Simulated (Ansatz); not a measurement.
Reaction (redistribution): `O[SiH](O)C#[C][GeH3]` + `N[SiH3]` → `[NH2][GeH3]` + `O[SiH](O)C#C[SiH3]`

Isolated molecules relaxed with PBE0-D4/def2-TZVP in Ansatz; ΔE leaves out vibrations. CBS: MP2 limit from def2 TZ/QZ plus the TZ coupled-cluster correction, frozen cores. This one scheme is used for every species. DFT in def2-TZVPP. B3LYP here is the variant with VWN-RPA as its local correlation; programs differ in this. For Ge outer-core shells are correlated without core-valence functions, which leaves a few kJ/mol of doubt a bond. Scalar relativity is left out up to krypton. One conformer a species, not always the lowest.

```json
{"level": "PBE-D4", "ΔE (kJ/mol)": "22.8", "difference from CCSD(T)/CBS": "-6.1"}
{"level": "r2SCAN-D4", "ΔE (kJ/mol)": "25.8", "difference from CCSD(T)/CBS": "-3.1"}
{"level": "B3LYP-D4", "ΔE (kJ/mol)": "26.0", "difference from CCSD(T)/CBS": "-2.9"}
{"level": "ωB97X-V", "ΔE (kJ/mol)": "27.9", "difference from CCSD(T)/CBS": "-1.0"}
{"level": "PBE", "ΔE (kJ/mol)": "22.8", "difference from CCSD(T)/CBS": "-6.1"}
{"level": "PBE0", "ΔE (kJ/mol)": "26.3", "difference from CCSD(T)/CBS": "-2.6"}
{"level": "B3LYP", "ΔE (kJ/mol)": "26.0", "difference from CCSD(T)/CBS": "-2.9"}
{"level": "HF/def2-TZVPP", "ΔE (kJ/mol)": "31.2", "difference from CCSD(T)/CBS": "2.3"}
{"level": "SCS-MP2/def2-TZVPP", "ΔE (kJ/mol)": "30.0", "difference from CCSD(T)/CBS": "1.1"}
{"level": "CCSD/def2-TZVPP", "ΔE (kJ/mol)": "30.5", "difference from CCSD(T)/CBS": "1.6"}
{"level": "CCSD(T)/def2-TZVPP", "ΔE (kJ/mol)": "29.6", "difference from CCSD(T)/CBS": "0.7"}
{"level": "HF/def2-QZVPP", "ΔE (kJ/mol)": "31.3", "difference from CCSD(T)/CBS": "2.4"}
{"level": "MP2/def2-QZVPP", "ΔE (kJ/mol)": "30.5", "difference from CCSD(T)/CBS": "1.6"}
{"level": "SCS-MP2/def2-QZVPP", "ΔE (kJ/mol)": "29.7", "difference from CCSD(T)/CBS": "0.8"}
{"level": "HF/CBS(def2)", "ΔE (kJ/mol)": "31.3", "difference from CCSD(T)/CBS": "2.4"}
{"level": "MP2/CBS(def2)", "ΔE (kJ/mol)": "30.2", "difference from CCSD(T)/CBS": "1.3"}
{"level": "CCSD(T)/CBS", "ΔE (kJ/mol)": "28.9", "difference from CCSD(T)/CBS": "0"}
```

Largest T1 diagnostic among the species: 0.013.

From PBE to PBE0 (25 % exact exchange), in def2-TZVPP and without D4, ΔE moves by +3.6 kJ/mol.
